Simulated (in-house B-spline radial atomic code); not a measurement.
Configurations of Cl4+, with energies counted from [Ne] 3s2 3p1. Computed with a radial B-spline atomic code at the basis-set limit: Dirac-Hartree-Fock, average of configuration, Fermi nucleus of rms radius 3.3654 fm. Energies include first-order Breit, QED and recoil terms.

Occupations are held fixed; configurations that lie above the ionisation limit could autoionise.

| configuration | E - E(ref) (eV) | highest orbital | its <r> (bohr) |
| --- | --- | --- | --- |
| [Ne] 3s2 3d1 | 21.735 | 3d5/2 | 1.643 |
| [Ne] 3s2 4f1 | 45.185 | 4f7/2 | 3.505 |
| [Ne] 3s2 5f1 | 52.93 | 5f7/2 | 6.171 |
| [Ne] 3s1 3p1 4d1 | 55.639 | 4d5/2 | 3.664 |
| [Ne] 3s2 6d1 | 56.537 | 6d5/2 | 9.419 |
| [Ne] 3s2 7s1 | 57.674 | 7s1/2 | 11.3 |
| [Ne] 3s2 7p1 | 58.356 | 7p3/2 | 12.03 |

Task: Order these further configurations by energy, lowest first.
A. [Ne] 3s1 3p1 7g1
B. [Ne] 3s2 6s1
C. [Ne] 3s2 4p1
D. [Ne] 3s1 3p1 4f1
E. [Ne] 3s1 3p1 7d1

Result: C (36.41 eV), B (53.787 eV), D (58.006 eV), E (72.176 eV), A (72.64 eV).

Task: How far above the reference does [Ne] 3s2 7f1 lie?

Result: 59.702 eV; its least bound orbital is 7f7/2 with <r> = 13.32 bohr.

Task: How far above the reference does [Ne] 3s2 5g1 lie?

Result: 53.108 eV; its least bound orbital is 5g9/2 with <r> = 5.491 bohr.

Task: How far above the reference does [Ne] 3s1 3p1 7f1 lie?

Result: 72.56 eV; its least bound orbital is 7f7/2 with <r> = 13.3 bohr.
